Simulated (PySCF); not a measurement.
C4H9OPSi.
SMILES with atom numbers: `[O:1]=[P@H:2]1[CH2:3][CH:4]=[C:5]([SiH3:6])[CH2:7]1`

Structure used (GFN2-xTB), in Å, numbered top down from 1:
```xyz
16
C4H9OPSi angstrom
O     -2.8164   -1.3783   -1.0672
P     -1.5547   -0.6356   -1.0730
C     -1.5305    1.0773   -0.4127
C     -0.1327    1.1985    0.1089
C      0.5571    0.0802    0.3219
Si     2.3120   -0.0217    0.9888
C     -0.1795   -1.1928    0.0047
H     -0.9666   -0.5140   -2.3346
H     -2.2697    1.1398    0.3947
H     -1.7802    1.8378   -1.1541
H      0.2717    2.1791    0.3076
H      3.1604   -0.6420   -0.0323
H      2.3028   -0.8639    2.1871
H      2.7772    1.3275    1.3032
H     -0.6148   -1.6361    0.9071
H      0.4563   -1.9467   -0.4616
```

NICS = −σ at a ghost point: NICS(0) at the centroid of the ring atoms, NICS(1) 1 Å to either side along the normal of their mean plane, zz for the tensor component along that normal. Level: GIAO PBE0/pcSseg-1 (PySCF, non-relativistic, gas phase) on the GFN2-xTB geometry, one conformer.

Ring bond lengths (Å), with Mayer bond orders in brackets: P2–C3 1.836 (0.90), C3–C4 1.497 (1.02), C4–C5 1.331 (1.86), C5–C7 1.505 (1.01), C7–P2 1.834 (0.90).

Q: Give the NICS values of each ring in ppm.

A: 
```json
{"ring": "P2–C3–C4–C5–C7", "type": "5-membered ring with P; formal bonds 1 double, 4 single", "NICS(0)": "-2.2", "NICS(1), two faces": "-6.0 / -1.4", "NICS(1)zz, two faces": "-4.3 / 1.6", "rms pucker (Å)": "0.14", "centre to ring atoms, mean (Å)": "1.34"}
```

Q: What can be read from them?

A: 
- P2–C3–C4–C5–C7: mean NICS(1)zz -1.4 ppm, near zero. P2, C3, C7 have four or more neighbours; no verdict on aromaticity is drawn. The two faces differ by 5.9 ppm, so no symmetry operation interchanges them.

Q: At the first NICS(1) probe listed for ring P2–C3–C4–C5–C7, 1 Å off the ring, what do the in-plane components average?

A: The isotropic value is a third of the trace: (3 × -6.0 − (-4.3))/2 = -6.8 ppm.

Q: How shielded are the nuclei of the rings and their hydrogens (means over atoms taken as equivalent)?

A: 
```json
{"atoms": "P2", "environment": "phosphoryl phosphorus", "σ isotropic (ppm)": "297.5", "principal values of the symmetric part, first atom (ppm)": "128.1, 257.5, 506.9"}
{"atoms": "C3", "environment": "sp3 carbon bound to phosphorus", "σ isotropic (ppm)": "150.8", "principal values of the symmetric part, first atom (ppm)": "130.5, 153.0, 168.9"}
{"atoms": "C4", "environment": "alkene CH carbon", "σ isotropic (ppm)": "40.3", "principal values of the symmetric part, first atom (ppm)": "-76.5, 56.6, 140.7"}
{"atoms": "C5", "environment": "fully substituted alkene carbon", "σ isotropic (ppm)": "47.6", "principal values of the symmetric part, first atom (ppm)": "-61.4, 42.7, 161.6"}
{"atoms": "C7", "environment": "sp3 carbon bound to phosphorus", "σ isotropic (ppm)": "149.6", "principal values of the symmetric part, first atom (ppm)": "127.4, 149.6, 171.7"}
{"atoms": "H8", "environment": "P–H hydrogen", "σ isotropic (ppm)": "24.19", "principal values of the symmetric part, first atom (ppm)": "21.1, 22.8, 28.6"}
{"atoms": "H9", "environment": "methylene hydrogen", "σ isotropic (ppm)": "29.11", "principal values of the symmetric part, first atom (ppm)": "26.2, 26.8, 34.4"}
{"atoms": "H10", "environment": "methylene hydrogen", "σ isotropic (ppm)": "29.26", "principal values of the symmetric part, first atom (ppm)": "26.0, 27.2, 34.5"}
{"atoms": "H11", "environment": "vinylic hydrogen", "σ isotropic (ppm)": "25.34", "principal values of the symmetric part, first atom (ppm)": "23.0, 24.7, 28.4"}
{"atoms": "H15", "environment": "methylene hydrogen", "σ isotropic (ppm)": "29.17", "principal values of the symmetric part, first atom (ppm)": "26.2, 27.3, 34.1"}
{"atoms": "H16", "environment": "methylene hydrogen", "σ isotropic (ppm)": "29.33", "principal values of the symmetric part, first atom (ppm)": "25.7, 28.8, 33.6"}
```
